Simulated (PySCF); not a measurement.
PySCF 2.14 output of an unrestricted r2SCAN0 calculation on a single atom or ion in aug-cc-pCVTZ-DK, with scalar relativity by spin-free X2C-1e:

```
SCF conv_tol = 1e-09
number electrons alpha = 9  beta = 7
    M. Bursch, H. Neugebauer, S. Ehlert, and S. Grimme.,  J. Chem. Phys. 156, 134105 (2022)
cycle= 1 E= -399.177470182069  delta_E= -0.00673  |g|= 0.0188  |ddm|= 0.158
cycle= 2 E= -399.177744301071  delta_E= -0.000274  |g|= 0.00652  |ddm|= 0.0308
cycle= 3 E= -399.177771409669  delta_E= -2.71e-05  |g|= 0.00311  |ddm|= 0.0138
cycle= 4 E= -399.177775671032  delta_E= -4.26e-06  |g|= 0.000366  |ddm|= 0.0054
cycle= 5 E= -399.177775878962  delta_E= -2.08e-07  |g|= 9.66e-05  |ddm|= 0.00174
cycle= 6 E= -399.177775895064  delta_E= -1.61e-08  |g|= 1.92e-05  |ddm|= 0.000503
cycle= 7 E= -399.177775895638  delta_E= -5.74e-10  |g|= 1.45e-06  |ddm|= 0.000105
converged SCF energy = -399.177775895638  <S^2> = 2.0082235  2S+1 = 3.0054773
```

The run itself started from symmetry-adapted Hartree-Fock orbitals and held the occupation by maximum overlap, on a logarithmic radial grid, so the iterations belong to that start.

Problem. Which element, charge and spin multiplicity is this?

Solution. S (sulfur, neutral), multiplicity 3; the state was [Ne] 3s2 3p4, high-spin 3P determinant.
